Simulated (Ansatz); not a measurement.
Ansatz (a first-principles code) input (CCSD(T)/aug-cc-pVDZ):

Ansatz 0.2 input:
```yaml
crystal:
  periodic: [false, false, false]
  atoms:
    - {symbol: Ge, position_ang: [-0.00000000, -0.00000000, -0.04826073]}
    - {symbol: H, position_ang: [0.00000000, 0.00000000, 1.54434333]}
basis:
  gaussian:
    orbitals: aug-cc-pVDZ
total_charge: 1
magnetization: {spin_polarized: false}
correlation: {method: ccsd_t, electrons: outside_noble_gas}
output: {forces: true}
```

End of the output:

```
integrals: 0.01 GiB planned
493 factors; integrals over basis functions are off by at most 8.9e-4 eV
mean field: 0.09 GiB planned
mean field evaluation 1: about -56479.5043 eV, gradient 8.0e0 eV
mean field evaluation 2: about -56479.5042 eV, gradient 8.0e0 eV
mean field evaluation 4: about -56479.8492 eV, gradient 4.0e-1 eV
mean field evaluation 8: about -56479.8506 eV, gradient 1.6e-5 eV
mean field evaluation 16: about -56479.8506 eV, gradient 1.0e-6 eV
mean field -56479.85055896 eV, -2075.5962246240 hartree, gradient 1.0e-6 eV, S^2 0.000000; 0 other end points of the search recorded, 0 dependent functions left out
14 core orbitals not correlated
reference -56479.85055896 eV, -2075.5962246240 hartree; 2, 2 occupied and 29, 29 virtual orbitals, 493 factors
densities: 0.07 GiB planned
second order -1.51121026 eV of doubles, -0.00000000 eV of singles
coupled cluster: 0.06 GiB planned
cycle   1  -1.89646652 eV  change   -3.9e-1 eV  update   5.8e-2
cycle   2  -2.09450735 eV  change   -2.0e-1 eV  update   2.5e-2
cycle   3  -2.09869256 eV  change   -4.2e-3 eV  update   5.1e-3
cycle   4  -2.09987097 eV  change   -1.2e-3 eV  update   1.0e-3
cycle   5  -2.09962048 eV  change    2.5e-4 eV  update   3.7e-4
cycle   6  -2.09947313 eV  change    1.5e-4 eV  update   1.3e-4
cycle   7  -2.09955838 eV  change   -8.5e-5 eV  update   3.3e-5
cycle   8  -2.09954611 eV  change    1.2e-5 eV  update   7.3e-6
cycle   9  -2.09954017 eV  change    5.9e-6 eV  update   2.2e-6
cycle  10  -2.09954219 eV  change   -2.0e-6 eV  update   5.6e-7
perturbative correction -0.02694589 eV, -0.0009902432 hartree
the calculation of the forces begins
Total energy: -56481.97704704 eV, -2075.6743716196 hartree
Atom 0 at    -0.000000    -0.000000    -0.048261 Å, force     0.000000    -0.000000    -0.020930 eV/Å
Atom 1 at     0.000000     0.000000     1.544343 Å, force    -0.000000     0.000000     0.020930 eV/Å
Dipole moment:     0.000000    -0.000000     0.059516 e Å
```
